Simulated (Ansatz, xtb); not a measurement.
**Ranking isomers of CH3F2Si**

3 gas-phase structures of CH3F2Si, found in a search over its isomers (lower ones may exist). Each was relaxed with GFN2-xTB; where two conformers were screened, the lower at r2SCAN-D4/def2-SVP is listed:

A. `C[Si](F)F`, a doublet
B. `[CH2][SiH](F)F`, a doublet
C. `FC[SiH]F`, a doublet

Problem. Which do you expect lowest at r2SCAN-D4/def2-SVP, and how would the others follow?

Solution. Calculated order at r2SCAN-D4/def2-SVP: A (0.0), B (8.0), C (60.2) kcal/mol.

Energies above the lowest of each column, in kcal/mol; the last columns are at PBE-D3(BJ)/def2-SVP geometries:

```json
{"structure": "A", "GFN2-xTB": "0.0", "HF/STO-3G": "0.0", "r2SCAN-D4/def2-SVP": "0.0", "PBE-D3(BJ)/def2-SVP": "0.0", "CCSD(T)/def2-SVP + ΔMP2/def2-TZVPP": "0.0"}
{"structure": "B", "GFN2-xTB": "6.9", "HF/STO-3G": "7.5", "r2SCAN-D4/def2-SVP": "8.0", "PBE-D3(BJ)/def2-SVP": "12.3", "CCSD(T)/def2-SVP + ΔMP2/def2-TZVPP": "7.1"}
{"structure": "C", "GFN2-xTB": "39.1", "HF/STO-3G": "31.6", "r2SCAN-D4/def2-SVP": "60.2", "PBE-D3(BJ)/def2-SVP": "56.8", "CCSD(T)/def2-SVP + ΔMP2/def2-TZVPP": "63.9"}
```

Every level run on A puts it lowest or level with the lowest. Flexible structures stand in one conformer each, not always the lowest. The ΔMP2 step shifts differences by up to 4.6 kcal/mol, which makes them less sure. Open shells are spin-unrestricted. ΔMP2 is the change of the MP2 energy from the smaller to the larger basis.

Programs: Ansatz 0.2.0, xtb 6.7.1.
